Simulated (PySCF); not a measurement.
Compound: C₆H₁₀GeNP.
SMILES with atom numbers: `[GeH3:1][n:2]1[cH:3][cH:4][p:5][c:6]1[CH:7]1[CH2:8][CH2:9]1` (hydrogens: H10, H11, H12 on Ge1; H13 on C3; H14 on C4; H15 on C7; H16, H17 on C8; H18, H19 on C9)

Method: PySCF 2.14.0, PBE0-D3(BJ)/def2-SVP geometry optimisation, gas phase; density fitting, grid level 1; the optimiser is geomeTRIC in internal coordinates, started from a GFN2-xTB structure with every atom displaced at random (about 0.01 Å).

At the end of the run (lengths in Å): Ge1–H12 1.533, C4–P5 1.770, Ge1–H10 1.532, C8–H16 1.092, C8–C9 1.495, Ge1–N2 1.881, P5–C6 1.734, Ge1–N2–C6 124.0°, Ge1–N2–C3 123.0°, P5–C6–C7 127.6°, C6–C7–C9 120.7°, P5–C6–C7–C8 30°, C6–C7–C8–C9 110°, C6–C7–C9–C8 -109°, H15–C7–C6–P5 -115°, H10–Ge1–N2–C3 -116°.

Problem. These geometries were met on the way; a selection of coordinates is given. Order them by energy above the end point, lowest first.
A. Ge1–H12 1.514, C4–P5 1.771, Ge1–H10 1.520, C8–H16 1.086, C8–C9 1.494, Ge1–N2 1.873, P5–C6 1.738, Ge1–N2–C6 124.3°, Ge1–N2–C3 123.2°, P5–C6–C7 127.2°, C6–C7–C9 120.1°, P5–C6–C7–C8 5°, C6–C7–C8–C9 109°, C6–C7–C9–C8 -110°, H15–C7–C6–P5 -141°, H10–Ge1–N2–C3 -120°
B. Ge1–H12 1.556, C4–P5 1.772, Ge1–H10 1.545, C8–H16 1.098, C8–C9 1.495, Ge1–N2 1.892, P5–C6 1.739, Ge1–N2–C6 125.6°, Ge1–N2–C3 120.9°, P5–C6–C7 127.4°, C6–C7–C9 120.1°, P5–C6–C7–C8 -27°, C6–C7–C8–C9 109°, C6–C7–C9–C8 -110°, H15–C7–C6–P5 -173°, H10–Ge1–N2–C3 -119°
C. Ge1–H12 1.471, C4–P5 1.725, Ge1–H10 1.497, C8–H16 1.062, C8–C9 1.520, Ge1–N2 1.859, P5–C6 1.717, Ge1–N2–C6 126.0°, Ge1–N2–C3 122.1°, P5–C6–C7 125.9°, C6–C7–C9 119.2°, P5–C6–C7–C8 -33°, C6–C7–C8–C9 109°, C6–C7–C9–C8 -109°, H15–C7–C6–P5 -179°, H10–Ge1–N2–C3 -118°
D. Ge1–H12 1.535, C4–P5 1.770, Ge1–H10 1.532, C8–H16 1.093, C8–C9 1.495, Ge1–N2 1.882, P5–C6 1.734, Ge1–N2–C6 124.1°, Ge1–N2–C3 122.8°, P5–C6–C7 127.6°, C6–C7–C9 120.5°, P5–C6–C7–C8 26°, C6–C7–C8–C9 110°, C6–C7–C9–C8 -109°, H15–C7–C6–P5 -119°, H10–Ge1–N2–C3 -119°
E. Ge1–H12 1.528, C4–P5 1.771, Ge1–H10 1.527, C8–H16 1.090, C8–C9 1.496, Ge1–N2 1.879, P5–C6 1.734, Ge1–N2–C6 124.2°, Ge1–N2–C3 122.6°, P5–C6–C7 127.4°, C6–C7–C9 120.0°, P5–C6–C7–C8 17°, C6–C7–C8–C9 109°, C6–C7–C9–C8 -110°, H15–C7–C6–P5 -129°, H10–Ge1–N2–C3 -120°

Solution. D (0.000 eV), E (0.012 eV), A (0.036 eV), B (0.088 eV), C (0.248 eV).

```tsv
step	E above end (eV)	rms distance from the end, all atoms (Å)	largest force (eV/Å)	rms shift of all bonds from the end (Å)
14	0.000	0.054	0.029	0.001
11	0.012	0.156	0.282	0.002
9	0.036	0.293	0.433	0.006
1	0.088	0.697	0.359	0.007
0	0.248	0.783	1.816	0.024
```

Rows stand in the order of the answer.
